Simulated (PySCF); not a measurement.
Structure with atom numbers: `[CH2:1]=[C:2]([CH3:3])[C@@H:4]1[CH:5]=[CH:6][CH2:7][O:8]1` (H(Xn): hydrogen on atom n). Ha(C7) is cis to C2 on the ring; Ha(C1) is cis to C3; Hb(C7) is trans to C2 on the ring; Hb(C1) is trans to C3.

No solvent model, one computed conformer, equivalent nuclei averaged, non-relativistic. PBE0/pcSseg-1 with gauge-including orbitals; GFN2-xTB geometry; PySCF 2.14.0 with density-fitted response routines.

Q: List the cross peaks expected in HSQC, COSY and HMBC spectra.

A: 

HSQC (one-bond C–H):
```tsv
δH	δC
6.02 (H(C6))	135.0 (C6)
5.73 (H(C5))	138.8 (C5)
5.60 (H(C4))	97.5 (C4)
5.18 (Hb(C1))	115.6 (C1)
5.14 (Hb(C7))	82.2 (C7)
5.08 (Ha(C7))	82.2 (C7)
5.04 (Ha(C1))	115.6 (C1)
1.84 (H(C3))	18.7 (C3)
```

COSY cross peaks (H two or three bonds apart, from the bond graph; peaks can be absent where the dihedral angle is near 90°):
```tsv
δH	δH
6.02 (H(C6))	5.73 (H(C5))
6.02 (H(C6))	5.14 (Hb(C7))
6.02 (H(C6))	5.08 (Ha(C7))
5.73 (H(C5))	5.60 (H(C4))
5.18 (Hb(C1))	5.04 (Ha(C1))
5.14 (Hb(C7))	5.08 (Ha(C7))
```

HMBC (two and three bonds, from the bond graph):
```tsv
δH	δC
6.02 (H(C6))	138.8 (C5), 97.5 (C4), 82.2 (C7)
5.73 (H(C5))	157.6 (C2), 135.0 (C6), 97.5 (C4), 82.2 (C7)
5.60 (H(C4))	157.6 (C2), 138.8 (C5), 135.0 (C6), 115.6 (C1), 82.2 (C7), 18.7 (C3)
5.18 (Hb(C1))	157.6 (C2), 97.5 (C4), 18.7 (C3)
5.14 (Hb(C7))	138.8 (C5), 135.0 (C6), 97.5 (C4)
5.08 (Ha(C7))	138.8 (C5), 135.0 (C6), 97.5 (C4)
5.04 (Ha(C1))	157.6 (C2), 97.5 (C4), 18.7 (C3)
1.84 (H(C3))	157.6 (C2), 115.6 (C1), 97.5 (C4)
```

Chemical shifts δ = σref − σ; ¹H (31.72 ppm) and ¹³C (186.93 ppm) against TMS, all at this level.

Short H···H contacts in this conformer between protons four or more bonds apart (candidates for NOE cross peaks, intensity ∝ r⁻⁶): Hb(C1)···H(C4) 2.35 Å, Ha(C1)···H(C3) 2.41 Å.

Shifts are as computed. Against solution values, carbons near 30 ppm lie about +3 ppm off and those near 130 ppm about +5 ppm. Of 1313 compounds with measured shifts, 239 miss one by over three times the rms of a fit or turn the order of signals round; such compounds aren't used in these exercises.
